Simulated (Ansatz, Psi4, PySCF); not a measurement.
System: C₂H₈ClSi₂, net charge 0, doublet state. SMILES: Cl[SiH][SiH](C)C
Geometry from a B3LYP-D3(BJ)/def2-TZVP (Ansatz, a quantum-chemistry and plane-wave program) optimisation:
```
Si
H 1 1.4872
C 1 1.8764 2 110.40
H 3 1.0909 1 111.32 2 54.79
H 3 1.0917 4 108.04 1 -121.38
H 3 1.0922 4 108.21 5 -116.83
C 1 1.8804 2 110.10 3 -123.12
H 7 1.0908 1 111.38 2 -55.77
H 7 1.0914 8 108.13 1 121.43
H 7 1.0930 8 108.21 9 117.04
Si 1 2.3503 2 106.73 7 -119.62
H 11 1.4907 1 115.68 2 61.36
Cl 11 2.0927 12 105.80 1 -118.98
```
Charge 0, spin multiplicity 2.

Quantity: atomisation energy, in kcal/mol. Conventions: non-relativistic; atomisation electronic, to ground-state atoms; frozen cores in correlated levels; open shells spin-unrestricted; no spin-orbit coupling; dispersion terms only where a functional's name holds one; 6-31G* and kin with 6d, 5d where marked; LANL2DZ with its own core potentials from Na on; 6-311+G** with 5d, 6d on Na to Ar in Ansatz. CBS(X,Y): correlation extrapolated as X^-3; Hartree-Fock from the larger set. Ab initio and DFT rows: single points at B3LYP-D3(BJ) geometries (Ansatz).

Coupled cluster (Ansatz) is a level with limits of its own, used here on species with T1 under 0.025 (0.045 for open shells) and stable references: CCSD(T)/CBS(cc-pV(T+d)Z,cc-pV(Q+d)Z).

Value to compare with, CCSD(T)/CBS(cc-pV(T+d)Z,cc-pV(Q+d)Z) (Ansatz): 1067.3 kcal/mol.

```tsv
level	program	atomisation energy (kcal/mol)	difference
HF/LANL2DZ	Ansatz	753.0	-314.3
HF/6-311+G**	Ansatz	804.3	-263.0
PBE/LANL2DZ	Ansatz	1037.3	-30.0
PBE/6-31G*	Ansatz	1063.3	-4.0
BP86/def2-SVP	PySCF	1078.2	10.9
BP86/6-31G* (5d)	PySCF	1076.1	8.8
B3LYP/6-31G*	Ansatz	1044.8	-22.5
B3LYP/6-31+G*	Ansatz	1040.1	-27.2
B3LYP/6-31G**	Ansatz	1052.2	-15.1
M06-2X/6-31G* (5d)	PySCF	1058.6	-8.7
wB97X-D/6-31G*	Psi4	1059.9	-7.4
wB97X-D/6-311+G**	Psi4	1054.8	-12.5
B3PW91/6-31G* (5d)	PySCF	1051.7	-15.6
PBE/def2-TZVPD	Ansatz	1067.5	0.2
wB97M-V/def2-TZVPD	Ansatz	1066.6	-0.7
B2PLYP-D3(BJ)/def2-TZVPD	Ansatz + dftd3	1054.9	-12.4
```

Among the 13 habitual levels, HF/LANL2DZ lies farthest from CCSD(T)/CBS(cc-pV(T+d)Z,cc-pV(Q+d)Z) (Ansatz) (-314.3 kcal/mol) and PBE/6-31G* nearest (-4.0); 2 of 13 lie above it, and their mean absolute difference is 56.9 kcal/mol, the median 15.1. One case shows no general order.

The levels are drawn from those run, B3LYP/6-31G* more often than the rest, none by its result; left out are runs that failed, that the program found above a lower state of the same kind, or whose <S^2> lies over 0.5 above the pure value.
